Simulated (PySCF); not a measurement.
## Pr⁺ (praseodymium, charge +1) across methods

[Xe] 4f2 5d1 6s1, one real determinant (an excited configuration). All numbers are calculated (PySCF 2.14, scalar relativity by spin-free X2C-1e, in x2c-TZVPPall (11s7p7d4f2g, 113 functions)).

```
method  E (hartree)  mean ε 4f α (eV)  mean ε 6s α (eV)  mean ε 5d α (eV)  Σ⟨r²⟩ (bohr²)   ⟨S²⟩
   LDA     -9228.75           -13.459            -9.362            -9.181          64.73  6.000
   UHF  -9232.85757           -22.798           -10.667           -12.811          66.11  6.004
r2SCAN     -9236.30           -14.038            -9.139            -9.607          64.96  6.002
   PBE     -9235.92           -13.453            -9.037            -9.320          64.93  6.001
  PBE0     -9235.94           -15.934            -9.554           -10.336          64.92  6.001
```

⟨L²⟩ = 30.01 against 56 for a pure K term, so this real determinant mixes terms. Spin-orbit coupling, absent here, splits the open shell strongly.
